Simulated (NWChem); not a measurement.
Basis-set convergence for H2BF2N

SMILES: NB(F)F
```xyz
6

B      0.0000     0.0000    -0.0383
F      1.1400     0.0000    -0.7291
F     -1.1400     0.0000    -0.7291
N      0.0000     0.0000     1.3586
H     -0.8528     0.0000     1.9026
H      0.8528     0.0000     1.9026
```
Charge 0, spin multiplicity 1.

Everything below was run with NWChem. All single points use one geometry, from B3LYP/def2-SVP, a minimum by its harmonic frequencies. It is one conformer; others weren't searched.

Quantity: LUMO energy at the level PBE.

The Pople sets run with spherical d functions. The structure started from a generated list of species.

Question: In aug-cc-pVTZ the value is -0.88 eV. Among STO-3G, cc-pVDZ, def2-SVP, 6-311G**, 6-311++G**, def2-SVPD, aug-cc-pVDZ, aug-pcseg-1, cc-pVTZ, which is the smallest basis within 0.1 eV of it?

Answer: 6-311++G**, with 102 functions against 230 and about 6 % of the time (also within reach: aug-cc-pVDZ, aug-pcseg-1). aug-cc-pVTZ isn't the basis-set limit itself, and a small set can land close by cancellation.

```
basis        functions  LUMO energy (eV)
-----------  ---------  ----------------
STO-3G              22              5.07
cc-pVDZ             66              0.79
def2-SVP            66              0.69
6-311G**            84              0.38
6-311++G**         102             -0.84
def2-SVPD          102             -0.53
aug-cc-pVDZ        110             -0.88
aug-pcseg-1        110             -0.90
cc-pVTZ            148              0.17
aug-cc-pVTZ        230             -0.88
```
